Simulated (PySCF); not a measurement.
## Excitation energy of Mn⁺ by level of theory

Mn⁺ [Ar] 3d5 4s1 (7S) → Mn⁺ [Ar] 3d6 (5D), as a difference of total energies. Computed with PySCF 2.14 in x2c-QZVPPall (11s7p5d4f2g, 103 functions), with the spin-free X2C one-electron Hamiltonian (Gaussian nucleus). Correlated levels: valence: [Ar] frozen; valence and next inner shell: [Ne] frozen. The calculations carry no spin-orbit coupling.

```json
{"method": "UHF", "excitation energy (cm⁻¹)": "28275"}
{"method": "LDA", "excitation energy (cm⁻¹)": "12152"}
{"method": "PBE", "excitation energy (cm⁻¹)": "12037"}
{"method": "PBE0", "excitation energy (cm⁻¹)": "14472"}
{"method": "r2SCAN", "excitation energy (cm⁻¹)": "16729"}
{"method": "r2SCANh", "excitation energy (cm⁻¹)": "17157"}
{"method": "wB97X", "excitation energy (cm⁻¹)": "9538.4"}
{"method": "M06-2X", "excitation energy (cm⁻¹)": "11846"}
{"method": "B3LYP", "excitation energy (cm⁻¹)": "11876"}
{"method": "MP2 (valence)", "excitation energy (cm⁻¹)": "16523"}
{"method": "SCS-MP2 (valence)", "excitation energy (cm⁻¹)": "12545"}
{"method": "MP2 (valence and next inner shell)", "excitation energy (cm⁻¹)": "14429"}
{"method": "SCS-MP2 (valence and next inner shell)", "excitation energy (cm⁻¹)": "12516"}
```

Errors of the correlated levels include the incompleteness of this basis and the frozen core.

For comparison: 14586 cm⁻¹ (measured; NIST levels, between the centres of gravity of the two terms).
